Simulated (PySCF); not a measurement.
CH9FN2Si2, SMILES CN[Si@@H](F)N[SiH3].

Geometry optimised at B3LYP-D3(BJ)/def2-SVP. The structure was generated by enumeration; whether it is a known compound was not checked. The values are those of a single conformer.

The numbers are results of r2SCAN/def2-TZVP (PySCF), not measurements.

The molecule is in vacuum.

Problem. Estimate the frontier levels, gap, dipole moment and polarisability. (Estimate from the structure and the level; the computed values follow.)

Solution. 
```json
{
  "highest_occupied_level": "-5.98 eV",
  "lowest_empty_level": "-0.08 eV",
  "orbital_gap": "5.89 eV",
  "dipole_moment": "2.32 D",
  "quadrupole, principal values (traceless, Buckingham form, about the centre of nuclear charge)": "-7.27, 1.54, 5.73 D·Å",
  "mean_static_polarisability": "77.5 bohr³ (11.49 Å³)",
  "polarisability_principal_values": "67.2, 75.0, 90.4 bohr³"
}
```
